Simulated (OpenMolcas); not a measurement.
Ne V: the spin-orbit constant, Slater's ratio, worked from levels

```
Program             : OpenMolcas
Basis               : ANO-L-VTZP [4s3p2d1f]
Scalar Hamiltonian  : non-relativistic, point nucleus
Active space        : 2 electrons in 3 orbitals (2p)
State averaging     : 2S+1 = 3 even, 3 roots; 2S+1 = 1 even, 6 roots
Spin-orbit coupling : RASSI with atomic mean-field integrals over the reference wave functions, term energies averaged over their components
```

Methods: CASSCF; SS-CASPT2, IPEA 0.25 Eh, imaginary shift 0.1 Eh (closed shells correlated: 1s 2s). Measured levels: NIST levels in Podobedova, Fuhr, Reader and Wiese, J. Phys. Chem. Ref. Data 33, 525 (2004).

**The spin-orbit constant.** For the Hund term ³P of p2, E(J) = (A/2) J(J+1) + constant and ζ = 2S·A = 2A. From J = 0 to J = 2 the energy changes by 3 A.

| Source | E(2) - E(0) | A | ζ |
| --- | --- | --- | --- |
| CASSCF | 1158.1 | 386.0 | 772 |
| SS-CASPT2 | 1159.9 | 386.6 | 773 |
| measured | 1110.1 | 370.0 | 740 |

All in cm-1. SS-CASPT2 is off by +4.5 % and CASSCF by +4.3 %. Both methods take the spin-orbit matrix elements from the reference wave functions, so the second can move ζ only through the term energies and any multistate remixing. Second-order mixing with other terms is absorbed into this ζ.

**Slater's ratio.** With one set of orbitals, p2 has ¹D - ³P = 6 F2 and ¹S - ¹D = 9 F2 (F2 = F²/25), a ratio of 3/2. Term energies are centres of gravity, weighted by 2J + 1.

```csv
Source,¹D - ³P,¹S - ³P,F2 from the first,Ratio
CASSCF,32371,80508,5395,1.487
SS-CASPT2,30492,68997,5082,1.263
measured,29537,63159,4923,1.138
```

Energies in cm-1. A ratio away from 3/2 shows effects beyond one configuration with one set of orbitals, and in heavier atoms second-order spin-orbit shifts.

Term energies are means over components that CASPT2 splits; among the terms shown or strongly mixed into the levels shown the widest spread is 53 cm-1 (2s² 2p² ¹D, SS-CASPT2). With the s shell closed, the reference lacks s² → p² mixing. Measured partners are found by configuration, term and J. A level has none where our copy of the source lacks it or the pairing is in doubt (some pairs that miss far off the trend of their configuration count as doubtful), and it then counts in no deviation. Levels of configurations outside the active space are missing.
